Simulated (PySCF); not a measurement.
C3H7BO2, SMILES C[C@H]1OCB1O. The structure is a stationary point at PBE-D3(BJ)/def2-SVP. The structure was generated by enumeration; whether it is a known compound was not checked. The values are those of a single conformer.

Computed equilibrium geometry at PBE-D3(BJ)/def2-SVP (PySCF confirms it by a frequency run) as a Z-matrix (one conformer of several):
```
C
H 1 1.1183
O 1 1.4718 2 109.77
C 3 1.4545 1 96.87 2 -114.65
H 4 1.1168 3 112.17 1 -120.93
H 4 1.1173 5 107.00 3 123.59
C 1 1.5225 2 109.63 3 123.54
H 7 1.1090 1 111.41 2 177.75
H 7 1.1094 8 108.21 1 121.63
H 7 1.1099 8 107.74 9 116.71
B 1 1.5884 2 114.74 3 -96.88
O 11 1.3516 1 133.44 2 -71.10
H 12 0.9756 11 112.93 1 -178.98
```
Charge 0, spin multiplicity 1.
